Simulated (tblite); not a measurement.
Species: C₂H₁₀GeSSi₂.
Geometry (GFN2-xTB, Å), atoms numbered from 1 in this order:
```xyz
16
C2H10GeSSi2 angstrom
C      0.5193   -0.2526   -1.3437
C      0.2785   -0.5919   -0.0849
Si    -1.4371   -1.1183    0.5206
Ge    -2.8840    0.6976    0.2247
S      1.4938   -0.5747    1.1994
Si     3.2203    0.4304    0.4036
H     -0.2786   -0.2817   -2.0695
H      1.4872    0.0525   -1.7107
H     -1.8663   -2.2559   -0.3033
H     -1.3502   -1.5362    1.9182
H     -4.0203    0.7803    1.2006
H     -3.5862    0.7297   -1.1021
H     -2.2624    2.0617    0.3004
H      2.7905    1.7204   -0.1213
H      4.0528    0.5415    1.5877
H      3.8352   -0.3938   -0.6311
```

Method: GFN2-xTB as coded in tblite; computed harmonic values from a numerical Hessian at the method's own geometry, unscaled. The method is semi-empirical: single wavenumbers can be off by several per cent or more. Modes of hydrogen on germanium and silicon can be 10 to 20 % off. One conformer, not necessarily the lowest. The optimisation stopped once no atom felt more than 0.01 eV/Å.

Lowest wavenumbers of the output (negative numbers stand for imaginary wavenumbers):
```
mode    cm-1
  1     -30.0
  2     -25.9
  3      19.2
  4      73.6
  5     142.4
  6     177.2
  7     187.0
  8     316.5
  9     338.6
 10     342.1
```

Problem. Is this structure a minimum?

Solution. Not by this Hessian. 2 modes are imaginary beyond 20i (30i and 26i cm⁻¹), so at this level the point lies at or near a saddle of order 2. The curvature is small, so loose convergence or finite differences may be the whole cause.

Problem. Which atoms move in the imaginary modes?

Solution. 30i: H13 (Ge–H hydrogen) 18 %, H12 (Ge–H hydrogen) 17 %, C1 (terminal =CH2 carbon) 14 %, S5 (sulfur bonded to C and Si) 12 %; 26i: H11 (Ge–H hydrogen) 22 %, H12 (Ge–H hydrogen) 17 %, H13 (Ge–H hydrogen) 14 %, Si3 (SiH2 silicon) 11 %. These are shares of the mass-weighted motion.

Problem. What is the remedy?

Solution. Step along such a mode in both directions, optimise again with tighter thresholds and repeat the frequencies. The zero-point energy of this point (59.9 kcal/mol) counts the 40 real modes alone, and thermal corrections from it aren't those of a minimum.
